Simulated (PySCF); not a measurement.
Bi(H)2(NMe2) (C₂H₈BiN), SMILES C[N](C)[BiH2].

Geometry: PBE-D3(BJ)/def2-SVP. The structure was generated by enumeration; whether it is a known compound was not checked. The def2 effective core potentials stand for the cores of Bi; spin–orbit coupling is left out.

All values below come from PBE-D3(BJ)/def2-SVP (PySCF 2.14.0).

Frequencies are harmonic and unscaled.

Question: List the normal modes with their intensities. (The exact figures need the calculation; the answer reports its results.)

Answer: 
```json
[
 {"mode": "1", "ν (cm⁻¹)": "128", "IR (km/mol)": "5.1", "moving atoms (share of kinetic energy)": "H 88 %, C 9 %"},
 {"mode": "2", "ν (cm⁻¹)": "183", "IR (km/mol)": "5.0", "moving atoms (share of kinetic energy)": "H 55 %, C 21 %, N 20 %"},
 {"mode": "3", "ν (cm⁻¹)": "224", "IR (km/mol)": "1.6", "moving atoms (share of kinetic energy)": "C 48 %, H 33 %, N 16 %"},
 {"mode": "4", "ν (cm⁻¹)": "264", "IR (km/mol)": "1.5", "moving atoms (share of kinetic energy)": "H 89 %"},
 {"mode": "5", "ν (cm⁻¹)": "275", "IR (km/mol)": "0.3", "moving atoms (share of kinetic energy)": "H 74 %, C 17 %"},
 {"mode": "6", "ν (cm⁻¹)": "299", "IR (km/mol)": "11.7", "moving atoms (share of kinetic energy)": "H 39 %, N 32 %, C 24 %"},
 {"mode": "7", "ν (cm⁻¹)": "482", "IR (km/mol)": "7.3", "moving atoms (share of kinetic energy)": "N 38 %, H 32 %, C 27 %"},
 {"mode": "8", "ν (cm⁻¹)": "542", "IR (km/mol)": "43.7", "moving atoms (share of kinetic energy)": "H 89 %, N 9 %"},
 {"mode": "9", "ν (cm⁻¹)": "571", "IR (km/mol)": "28.2", "moving atoms (share of kinetic energy)": "H 95 %"},
 {"mode": "10", "ν (cm⁻¹)": "743", "IR (km/mol)": "22.8", "moving atoms (share of kinetic energy)": "H 99 %"},
 {"mode": "11", "ν (cm⁻¹)": "948", "IR (km/mol)": "54.9", "moving atoms (share of kinetic energy)": "C 48 %, N 27 %, H 25 %"},
 {"mode": "12", "ν (cm⁻¹)": "1038", "IR (km/mol)": "3.5", "moving atoms (share of kinetic energy)": "H 71 %, C 26 %"},
 {"mode": "13", "ν (cm⁻¹)": "1070", "IR (km/mol)": "1.7", "moving atoms (share of kinetic energy)": "H 80 %, C 20 %"},
 {"mode": "14", "ν (cm⁻¹)": "1109", "IR (km/mol)": "12.8", "moving atoms (share of kinetic energy)": "H 68 %, C 20 %, N 11 %"},
 {"mode": "15", "ν (cm⁻¹)": "1194", "IR (km/mol)": "4.5", "moving atoms (share of kinetic energy)": "H 48 %, C 26 %, N 26 %"},
 {"mode": "16", "ν (cm⁻¹)": "1200", "IR (km/mol)": "40.6", "moving atoms (share of kinetic energy)": "N 55 %, C 31 %, H 14 %"},
 {"mode": "17", "ν (cm⁻¹)": "1370", "IR (km/mol)": "0.2", "moving atoms (share of kinetic energy)": "H 88 %, C 12 %"},
 {"mode": "18", "ν (cm⁻¹)": "1387", "IR (km/mol)": "9.0", "moving atoms (share of kinetic energy)": "H 90 %, C 10 %"},
 {"mode": "19", "ν (cm⁻¹)": "1394", "IR (km/mol)": "15.1", "moving atoms (share of kinetic energy)": "H 95 %"},
 {"mode": "20", "ν (cm⁻¹)": "1409", "IR (km/mol)": "36.3", "moving atoms (share of kinetic energy)": "H 90 %, C 10 %"},
 {"mode": "21", "ν (cm⁻¹)": "1420", "IR (km/mol)": "8.9", "moving atoms (share of kinetic energy)": "H 96 %"},
 {"mode": "22", "ν (cm⁻¹)": "1437", "IR (km/mol)": "5.7", "moving atoms (share of kinetic energy)": "H 96 %"},
 {"mode": "23", "ν (cm⁻¹)": "1651", "IR (km/mol)": "247.2", "moving atoms (share of kinetic energy)": "H 99 %"},
 {"mode": "24", "ν (cm⁻¹)": "1738", "IR (km/mol)": "215.6", "moving atoms (share of kinetic energy)": "H 100 %"},
 {"mode": "25", "ν (cm⁻¹)": "2836", "IR (km/mol)": "81.2", "moving atoms (share of kinetic energy)": "H 95 %"},
 {"mode": "26", "ν (cm⁻¹)": "2843", "IR (km/mol)": "157.2", "moving atoms (share of kinetic energy)": "H 95 %"},
 {"mode": "27", "ν (cm⁻¹)": "2934", "IR (km/mol)": "107.8", "moving atoms (share of kinetic energy)": "H 93 %"},
 {"mode": "28", "ν (cm⁻¹)": "2939", "IR (km/mol)": "11.6", "moving atoms (share of kinetic energy)": "H 92 %"},
 {"mode": "29", "ν (cm⁻¹)": "3019", "IR (km/mol)": "20.2", "moving atoms (share of kinetic energy)": "H 91 %, C 9 %"},
 {"mode": "30", "ν (cm⁻¹)": "3041", "IR (km/mol)": "13.8", "moving atoms (share of kinetic energy)": "H 91 %, C 9 %"}
]
```
